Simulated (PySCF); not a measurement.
# Converging LiBi in the basis (HF)

PySCF, UHF reference; triplet, unpaired electrons π ↑↑; De to Li + Bi without counterpoise correction.

| basis | relativity | functions | Re (Å) | ωe (cm⁻¹) | De (eV) | μ (D) |
| --- | --- | --- | --- | --- | --- | --- |
| def2-SVP | scalar-relativistic core potentials | 35 | 2.740 | 348 | 0.42 | -6.75 |
| def2-SVPD | scalar-relativistic core potentials | 44 | 2.729 | 359 | 0.46 | -6.71 |
| aug-cc-pVDZ/aug-cc-pVDZ-PP | scalar-relativistic core potentials | 55 | 2.732 | 354 | 0.43 | -6.57 |

(1) How does each smaller set differ from the one with most functions, aug-cc-pVDZ/aug-cc-pVDZ-PP?

A positive dipole means Li(−)Bi(+). Spin–orbit coupling is left out, which matters for elements this heavy, above all for dissociation energies. Hartree–Fock leaves out correlation, which carries a large part of most bond energies and some tenths to 1 eV of ionisation energies. The state was picked by a PBE0 search and need not be the measured ground state.

Results:

(1) def2-SVP: +0.8 pm, -1.7 % in ωe, -0.01 eV in De; def2-SVPD: -0.3 pm, +1.4 % in ωe, +0.03 eV in De. All at HF; the set with most functions is neither the basis-set limit nor always the best.
